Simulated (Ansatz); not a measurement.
C3H6FNSi can be A, `C[C@@H]1C=N[Si@H]1F`, or B, `CC[Si]1(F)C=N1`.

Calculated with Ansatz (gas phase, PBE0-D4/def2-TZVP geometries, no zero-point term in ΔE). CBS: MP2 limit from def2 TZ/QZ plus the TZ coupled-cluster correction, frozen cores. DFT in def2-TZVPP. B3LYP here is the variant with VWN-RPA as its local correlation; programs differ in this. Each species was taken in one conformer, which may not be the lowest.

Which isomer does CCSD(T)/CBS put lower? Give the gap. (An estimate is asked.)

Ansatz gave: A, by 13.5 kcal/mol.

Give E(B) − E(A) in kcal/mol with CCSD(T)/def2-TZVPP, BLYP-D4, ωB97M-V, B3LYP, B3LYP-D4, HF/def2-TZVPP, PBE0-D4. (An estimate is asked.)

The calculation gave: CCSD(T)/def2-TZVPP 13.7, BLYP-D4 11.4, ωB97M-V 13.1, B3LYP 12.6, B3LYP-D4 12.7, HF/def2-TZVPP 15.7, PBE0-D4 13.9. None reverses the order clearly.

Does the order hold for the free energy at 298.15 K (harmonic terms from PBE0-D4)? (Best estimate.)

Computed: Yes: G(B) − G(A) = +13.4 kcal/mol, for one conformer each.

Largest T1 diagnostic: 0.012.

In def2-TZVPP, CCSD(T) changes the Hartree–Fock value by −2.0 kcal/mol (the triples alone add −0.3 kcal/mol) and MP2 by −1.6 kcal/mol. From PBE to PBE0 (25 % exact exchange), in def2-TZVPP and without D4, E(B) − E(A) moves by +1.4 kcal/mol.
